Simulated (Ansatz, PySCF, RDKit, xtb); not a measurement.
Noncovalent pair: CH4 (SMILES C) (first 5 atoms) with C3H4 (SMILES C=C=C); geometry from B3LYP-D3(BJ)/def2-TZVP, rigid monomers moved along the line of their centres of mass till H5···C7 is 2.68 Å.
(charge 0, multiplicity 1):
| atom | x (Å) | y (Å) | z (Å) |
|---|---|---|---|
| C | -0.2044 | -0.0443 | -0.2907 |
| H | 0.3723 | -0.0991 | -1.2131 |
| H | -0.7580 | 0.8937 | -0.2666 |
| H | -0.9021 | -0.8802 | -0.2516 |
| H | 0.4678 | -0.0913 | 0.5644 |
| C | 1.4081 | -0.0514 | 3.3595 |
| C | 0.1181 | 0.0258 | 3.2162 |
| C | -1.1708 | 0.1030 | 3.0669 |
| H | 1.9066 | -1.0081 | 3.4657 |
| H | 2.0267 | 0.8386 | 3.3781 |
| H | -1.6222 | 0.0860 | 2.0818 |
| H | -1.8328 | 0.1867 | 3.9210 |

```
level                          interaction energy (meV)  cost
-----------------------------  ------------------------  ----
MMFF94                                             56.1     -
UFF                                                -4.9     -
GFN1-xTB                                          -17.0     -
HF/STO-3G (no counterpoise)                        48.7     -
HF/3-21G (no counterpoise)                         35.6     -
HF/6-31G*                                          78.6     -
PBE-D4/def2-TZVPPD                                -35.0    ×1
BP86/6-31G* (no counterpoise)                      35.8     -
r2SCAN-D4/def2-TZVPPD                             -25.4    ×2
PBE0-D3(BJ)/def2-TZVPPD                           -33.9    ×1
PBE0-D4/def2-TZVPPD                               -30.2    ×1
wB97X-V/def2-TZVPPD                               -24.2    ×3
MP2/aug-cc-pVDZ                                   -17.2     -
CCSD(T)/aug-cc-pVDZ                               -11.6   ×10
```

The rows run from -35.0 (PBE-D4/def2-TZVPPD) to 78.6 meV (HF/6-31G*).

Counterpoise-corrected where a basis set is named; no monomer relaxation. Rows marked so take none. RDKit's UFF carries no charges.

Cores are frozen in the correlated methods. Rows in 3-21G, 6-31G*, STO-3G carry no dispersion term and start afresh at each structure (6-31G* with six Cartesian d functions).

Codes used: Ansatz (a quantum-chemistry and plane-wave program) with Gaussian orbitals; PySCF for 3-21G rows, 6-31G* rows, STO-3G rows, the dispersion terms; RDKit for the force fields; xtb for the GFN methods. Values without a source in brackets are computed.

Costs are rough ratios of core time to PBE/def2-TZVPPD (about 11 s over the structures, on one shared machine); a dash marks a level with no comparable run of its own.
